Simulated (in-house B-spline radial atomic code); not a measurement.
## Ionising Nb⁷⁺ with different functionals

Computed with a radial B-spline atomic code at the basis-set limit: non-relativistic Hamiltonian, point nucleus, spin-polarised at highest spin, spherical fractional occupations for the functionals, the average over the highest-spin determinants for Hartree-Fock. The ionisation energy is the difference of two self-consistent energies, [Ar] 3d10 4s2 4p4 → [Ar] 3d10 4s2 4p3, without Breit or QED terms; ε is the level of the shell that loses the electron (its least bound occupied spin orbital). There is no spin-orbit coupling in this Hamiltonian.

Hybrids are left out here: with spherical fractional occupations of an open shell their exact exchange keeps a self-interaction that integer-occupation calculations don't have.

```csv
method,rung,ΔSCF (eV),-ε(4p) (eV)
Hartree-Fock,Hartree-Fock,134.80,135.33
LDA VWN5,LDA,137.05,128.24
LDA PW92,LDA,137.05,128.24
LDA exchange-only,LDA,134.71,126.07
PBE,GGA,136.42,127.75
PBEsol,GGA,136.44,127.79
BLYP,GGA,136.49,127.68
RPBE,GGA,136.19,127.62
PW91,GGA,136.61,127.92
BP86,GGA,136.71,127.98
AM05,GGA,136.46,127.82
OLYP,GGA,136.08,127.68
TPSS,meta-GGA,136.30,127.79
SCAN,meta-GGA,136.16,127.83
r2SCAN,meta-GGA,136.07,127.80
revTPSS,meta-GGA,136.20,127.73
```

How do they compare with the NIST value?

NIST lists 136 eV ± 2.1 (tabulated theory, ground level to ground level). Errors run from -1.29 to +1.05 eV; all lie within about twice that uncertainty, so the table can't rank the methods. Hartree-Fock also lacks correlation.
